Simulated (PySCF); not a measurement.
A small calculation by hand: chemical shift, span and skew from a shielding tensor

C2H4ClNOSi, SMILES Cl[Si@]1(CN=C1)O. Atoms are numbered in the order given.

```xyz
10

O      1.4731     0.2554    -1.3002
Si     0.2242     0.0709    -0.2309
Cl     0.8699    -1.1710     1.3183
C     -0.8454     1.5317     0.2820
N     -1.9067     1.0820    -0.2919
C     -1.5103    -0.2062    -0.9422
H      2.3708     0.0609    -1.0044
H     -0.8504     2.4777     0.8402
H     -2.1195    -1.0459    -0.5724
H     -1.6314    -0.1497    -2.0359
```

Coordinates come from a B3LYP-D3(BJ)/def2-SVP optimisation. The structure was generated by enumeration; whether it is a known compound was not checked. The values are those of a single conformer.

GIAO shieldings from PBE/pcSseg-1 (PySCF), non-relativistic, no solvent. The symmetric part of the tensor of C6 has the principal values 51.4, 102.3, 162.5 ppm. The same nucleus in TMS has σ = 182.0 ppm at this level (PySCF, at its B3LYP-D3(BJ)/def2-TZVP geometry). Without spin–orbit terms, shifts of atoms bonded to Cl or Br come out too high.

### Question
Work out the isotropic shielding, the ¹³C shift against TMS, the span and the skew.

### Answer

σ(iso) = (σ11 + σ22 + σ33)/3 = 105.4 ppm. δ = σ(ref) − σ(iso) = 182.0 − (105.4) = 76.6 ppm.
Span Ω = σ33 − σ11 = 111.1 ppm. Skew κ = 3(σ(iso) − σ22)/Ω = 0.08. Tumbling in solution averages the tensor to δ; in a static solid the shielding alone would spread this spin-1/2 line over Ω.
